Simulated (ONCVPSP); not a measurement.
## What one change does to a pseudopotential (nitrogen, ONCV)

| Item | Value |
| --- | --- |
| Element | N (Z = 7) |
| Generator | ONCVPSP 4.0.1 |
| Type | optimised norm-conserving Vanderbilt (ONCV) |
| Functional | PBE |
| Relativity | scalar-relativistic |
| Frozen core | [He] |
| Valence charge | 5 |
| Reference configuration | 2s2 2p3 |
| Partial waves | 2s: rc 1.00 bohr, ncon 3, nbas 6, qcut 8.4 1/bohr, 2 projectors, debl 1.4 Ha; 2p: rc 1.55 bohr, ncon 3, nbas 7, qcut 7.3 1/bohr, 2 projectors, debl 1.8 Ha; d scattering state at 0.31 Ha: rc 1.25 bohr, ncon 4, nbas 7, qcut 7.4 1/bohr, 2 projectors, debl 1.3 Ha |
| Local potential | polynomial inside 0.95 bohr (lpopt 4, dvloc0 0 Ha) |
| Core correction | polynomial model core, fcfact 0.55 |

All-electron outer shells of the reference configuration (PBE, scalar-relativistic, ld1.x):

```json
{"shell": "1s", "level (eV)": "-384.72", "outermost node (bohr)": "–", "outermost maximum (bohr)": "0.15"}
{"shell": "2s", "level (eV)": "-18.58", "outermost node (bohr)": "0.32", "outermost maximum (bohr)": "1.02"}
{"shell": "2p", "level (eV)": "-7.09", "outermost node (bohr)": "–", "outermost maximum (bohr)": "0.98"}
```

Change: s: ncon 4, nbas 7.

Cutoffs: the cutoffs (Ha) at which the residual kinetic energy of the hardest occupied pseudo-wave falls to 1 and 0.1 mHa per electron; they do not see the model core or the augmentation charge, which bear on the density cutoff. Errors are all-electron minus pseudo energies relative to the spin-unpolarised reference configuration.

What does the change do?

The potential gets harder (27 Ha and 34 Ha → 29 Ha and 40 Ha); the errors of the 4 common tests hardly move; neither file shows a bound ghost.

```csv
quantity,base,changed
"cutoff, loose",27 Ha,29 Ha
"cutoff, tight",34 Ha,40 Ha
loose cutoff by channel,"s 27 Ha, p 20 Ha","s 29 Ha, p 20 Ha"
bound ghosts,none,none
GHOST(+) flags under 300 eV,none,none
"error for 2s2 2p2, meV [ΔE 13.59 eV]",+26,+26
"error for 2s2 2p1, meV [ΔE 42.44 eV]",+233,+230
"error for 2s2 2p0, meV [ΔE 89.53 eV]",+955,+944
"error for 2s2 2p2.5, meV [ΔE 5.09 eV]",+3.7,+3.6
s: phases at 1.01 bohr within 0.05 rad from the reference energy up to (Ha; the scan ends near 5),to the end of the scan,to the end of the scan
p: phases at 1.57 bohr within 0.05 rad from the reference energy up to (Ha; the scan ends near 5),to the end of the scan,to the end of the scan
d: phases at 1.27 bohr within 0.05 rad from the reference energy up to (Ha; the scan ends near 5),to the end of the scan,to the end of the scan
"rms error of d²Exc/dni dnj with the model core, mHa",1.64,1.62
```
